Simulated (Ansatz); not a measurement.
Ti2Cl2. Charge 0, multiplicity 5. Geometry PBE-D4/def2-SVP; atoms count from 1.

Cartesian coordinates in Å:
```
Ti 0.5477 -0.3833 -0.7021
Ti -0.5610 0.3457 0.7110
Cl -1.7306 0.2785 -1.5029
Cl 1.7439 -0.2409 1.4940
```

At PBE0-D4/def2-TZVP a broken-symmetry singlet of charge 0 lies 0.49 eV below the quintet, each at its own geometry. The structure comes from a short search, and lower isomers may exist.

(1) Estimate the Mulliken populations from the PBE0/def2-TZVP orbitals of Ansatz.

(2) Where does the spin sit?

(3) And the Mayer bond orders between heavy atoms (over 0.3)?

## Answers

(1) 
```csv
atom,charge (e),spin (α − β),d electrons
Ti1,0.49,2.14,2.99
Ti2,0.44,1.81,2.91
Cl3,-0.47,0.03,–
Cl4,-0.47,0.03,–
```
Mulliken values depend strongly on the basis.

(2) Summed by element: Ti 3.95, Cl 0.05, of 4 unpaired in all. Largest on single atoms: Ti1 2.14, Ti2 1.81, Cl3 0.03.

(3) Ti1–Ti2 2.57 (1.94 Å); Ti1–Cl3 0.46 (2.50 Å); Ti1–Cl4 0.46 (2.50 Å); Ti2–Cl3 0.52 (2.50 Å); Ti2–Cl4 0.52 (2.50 Å).
